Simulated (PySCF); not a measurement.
Correlation energy of O(3+) (oxygen, charge +3)

[He] 2s2 2p1, 2P determinant. Calculation: PySCF 2.14, in cc-pVDZ-DK; scalar relativity by spin-free X2C-1e. Frozen: 1s2; 3 electrons correlated.

MP2 pair energies summed by pair of shells (mhartree):

| pair | energy | share (%) |
| --- | --- | --- |
| 2s-2s | -33.67 | 66.7 |
| 2s-2p | -16.80 | 33.3 |

Total MP2 correlation energy: -50.47 mhartree.

Same-spin part -2.30 and opposite-spin part -48.17 mhartree; SCS-MP2 scales them by 1/3 and 6/5 to -58.57 mhartree.

| level | correlation energy (mhartree) |
| --- | --- |
| CCSD | -81.88 |
| (T) | -0.47 |
| CCSD(T) | -82.35 |

Diagnostics: T1 = 0.0052, D1 = 0.0097, largest double amplitude 0.138.

Cost of the coupled-cluster step: 0.04 s of wall time on 1 thread of AMD EPYC 9R45 96-Core Processor (shared host), for 3 correlated electrons.

Iterations:

```
CC2 = 0
CCSD nocc = (np.int64(2), np.int64(1)), nmo = (13, 13)
frozen orbitals [[0], [0]]
max_cycle = 100
direct = 0
conv_tol = 1e-08
conv_tol_normt = 1e-06
diis_space = 8
diis_start_cycle = 0
Init t2, MP2 energy = -0.050470168013692
Init E_corr(UCCSD) = -0.0504701680209636
cycle = 1  E_corr(UCCSD) = -0.0682423759652606  dE = -0.0177722079  norm(t1,t2) = 0.0512796
cycle = 2  E_corr(UCCSD) = -0.0755437481933528  dE = -0.00730137223  norm(t1,t2) = 0.0245468
cycle = 3  E_corr(UCCSD) = -0.081974520103704  dE = -0.00643077191  norm(t1,t2) = 0.012118
cycle = 4  E_corr(UCCSD) = -0.0818579395266236  dE = 0.000116580577  norm(t1,t2) = 0.000596707
cycle = 5  E_corr(UCCSD) = -0.0818867310033507  dE = -2.87914767e-05  norm(t1,t2) = 6.41206e-05
cycle = 6  E_corr(UCCSD) = -0.0818766012346612  dE = 1.01297687e-05  norm(t1,t2) = 1.51197e-05
cycle = 7  E_corr(UCCSD) = -0.0818792835672795  dE = -2.68233262e-06  norm(t1,t2) = 4.85485e-06
cycle = 8  E_corr(UCCSD) = -0.0818792428722668  dE = 4.06950127e-08  norm(t1,t2) = 2.38209e-07
cycle = 9  E_corr(UCCSD) = -0.0818792188488053  dE = 2.40234615e-08  norm(t1,t2) = 8.59576e-08
cycle = 10  E_corr(UCCSD) = -0.0818791960637635  dE = 2.27850418e-08  norm(t1,t2) = 4.05289e-08
cycle = 11  E_corr(UCCSD) = -0.0818791972824828  dE = -1.21871932e-09  norm(t1,t2) = 6.25566e-09
UCCSD converged
E(UCCSD) = -71.20853382056868  E_corr = -0.0818791972824828
UCCSD(T) correction = -0.000473047303428761
```
